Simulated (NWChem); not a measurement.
# CH4OSZn; SMILES C[S][Zn][OH]

```xyz
8

Zn    -0.1939    -0.8657    -0.2380
O     -0.6624    -2.5852    -0.3678
H     -0.5615    -3.0500     0.4837
S      0.3589     1.2345    -0.2508
C     -1.2842     2.0088     0.0734
H     -2.0199     1.7808    -0.7217
H     -1.1140     3.1030     0.0811
H     -1.6990     1.7190     1.0581
```
Atoms are numbered in this order, from 1.

Level: PBE-D3(BJ)/def2-SVP (NWChem), optimised geometry, unscaled harmonic frequencies. 

```json
[
 {"frequency (cm⁻¹)": "84", "IR intensity (km/mol)": "12.7"},
 {"frequency (cm⁻¹)": "105", "IR intensity (km/mol)": "6.1"},
 {"frequency (cm⁻¹)": "138", "IR intensity (km/mol)": "25.9"},
 {"frequency (cm⁻¹)": "147", "IR intensity (km/mol)": "69.5"},
 {"frequency (cm⁻¹)": "188", "IR intensity (km/mol)": "0.0"},
 {"frequency (cm⁻¹)": "374", "IR intensity (km/mol)": "5.7"},
 {"frequency (cm⁻¹)": "669", "IR intensity (km/mol)": "110.2"},
 {"frequency (cm⁻¹)": "688", "IR intensity (km/mol)": "6.8"},
 {"frequency (cm⁻¹)": "755", "IR intensity (km/mol)": "37.7"},
 {"frequency (cm⁻¹)": "918", "IR intensity (km/mol)": "5.1"},
 {"frequency (cm⁻¹)": "936", "IR intensity (km/mol)": "8.5"},
 {"frequency (cm⁻¹)": "1284", "IR intensity (km/mol)": "13.8"},
 {"frequency (cm⁻¹)": "1405", "IR intensity (km/mol)": "7.4"},
 {"frequency (cm⁻¹)": "1407", "IR intensity (km/mol)": "7.7"},
 {"frequency (cm⁻¹)": "2980", "IR intensity (km/mol)": "26.0"},
 {"frequency (cm⁻¹)": "3084", "IR intensity (km/mol)": "6.1"},
 {"frequency (cm⁻¹)": "3086", "IR intensity (km/mol)": "2.3"},
 {"frequency (cm⁻¹)": "3724", "IR intensity (km/mol)": "35.6"}
]
```

| Quantity | Value |
|---|---|
| zero-point energy | 31.4 kcal/mol |
| thermal correction to the enthalpy at 298.15 K (with zero-point energy) | 36.4 kcal/mol |
| heat capacity Cv | 20.8 cal/(mol K) |
| entropy at 298.15 K and 1 atm (symmetry number 1) | 84.1 cal/(mol K) |
| dipole moment | 1.83 D |

Rigid rotor and harmonic oscillator; modes under 100 cm⁻¹ make the entropy uncertain.
